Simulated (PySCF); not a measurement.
Bonding in `CC(C)(C)NP(C)(C)=N`

C6H17N2P.
Numbering: `[CH3:1][C:2]([CH3:3])([CH3:4])[NH:5][P:6]([CH3:7])([CH3:8])=[NH:9]` (hydrogens: H10, H11, H12 on C1; H13, H14, H15 on C3; H16, H17, H18 on C4; H19 on N5; H20, H21, H22 on C7; H23, H24, H25 on C8; H26 on N9)

Structure used (GFN2-xTB), in Å, numbered top down from 1:
```
atom  x, y, z in Å
C1     1.344    1.181   -0.777
C2     1.326   -0.184   -0.102
C3     2.423   -0.253    0.966
C4     1.530   -1.288   -1.142
N5     0.046   -0.347    0.587
P6    -1.433   -0.013   -0.116
C7    -2.545   -0.943    1.036
C8    -1.799    1.733    0.395
N9    -1.470   -0.367   -1.638
H10    1.215    1.968   -0.037
H11    0.535    1.229   -1.502
H12    2.289    1.335   -1.292
H13    2.421   -1.223    1.458
H14    2.264    0.516    1.718
H15    3.398   -0.100    0.511
H16    0.705   -1.264   -1.848
H17    1.549   -2.265   -0.660
H18    2.467   -1.145   -1.674
H19    0.005   -1.253    1.042
H20   -3.577   -0.662    0.835
H21   -2.433   -2.007    0.829
H22   -2.312   -0.740    2.078
H23   -1.255    2.424   -0.245
H24   -1.524    1.899    1.432
H25   -2.865    1.914    0.268
H26   -2.327   -0.122   -2.110
```

Bond orders from the PBE0/pcSseg-1 density (PySCF). Geometry: GFN2-xTB, one conformer, isolated molecule.

Question: How far do the computed orders between heavy atoms stray from the drawn ones?

Answer: The largest departure is 0.268, at P6–N9 (drawn double, 1.732). Drawn single, order below 0.88: C2–N5 (0.867).

Question: Set the Mayer orders of the bonds between heavy atoms beside their lengths.

Answer: 
```json
{"bond": "C1–C2", "drawn as": "single", "length (Å)": "1.523", "Mayer order": "1.018"}
{"bond": "C2–C3", "drawn as": "single", "length (Å)": "1.532", "Mayer order": "1.027"}
{"bond": "C2–C4", "drawn as": "single", "length (Å)": "1.530", "Mayer order": "1.017"}
{"bond": "C2–N5", "drawn as": "single", "length (Å)": "1.464", "Mayer order": "0.867"}
{"bond": "N5–P6", "drawn as": "single", "length (Å)": "1.671", "Mayer order": "1.006"}
{"bond": "P6–C7", "drawn as": "single", "length (Å)": "1.852", "Mayer order": "0.928"}
{"bond": "P6–C8", "drawn as": "single", "length (Å)": "1.856", "Mayer order": "0.949"}
{"bond": "P6–N9", "drawn as": "double", "length (Å)": "1.563", "Mayer order": "1.732"}
```

By pair of heavy elements: C–C: all 3 within 0.02 of one another (1.017 to 1.027). N–P: lowest N5–P6 (1.006, 1.671 Å), highest P6–N9 (1.732, 1.563 Å). C–P: lowest P6–C7 (0.928, 1.852 Å), highest P6–C8 (0.949, 1.856 Å); in 1 of the 1 pairs the longer bond (by over 0.003 Å) has the higher order (by 0.02 or more).

Question: And the bonds to hydrogen?

Answer: C–H: 0.94 to 0.96 (15 bonds); H–N: 0.92 to 0.93 (2 bonds).

Question: Sum the orders of all bonds at each heavy atom with more than one neighbour and set the sums beside the valence in the SMILES.

Answer: C1 3.872 (drawn 4), C2 3.929 (drawn 4), C3 3.915 (drawn 4), C4 3.872 (drawn 4), N5 2.793 (drawn 3), P6 4.615 (drawn 5), C7 3.772 (drawn 4), C8 3.785 (drawn 4), N9 2.657 (drawn 3). Orders between atoms that aren't bonded are not in these sums.

The Mayer order sums products of elements of PS (density times overlap matrix) between the two atoms' basis functions, so it depends on the basis set.
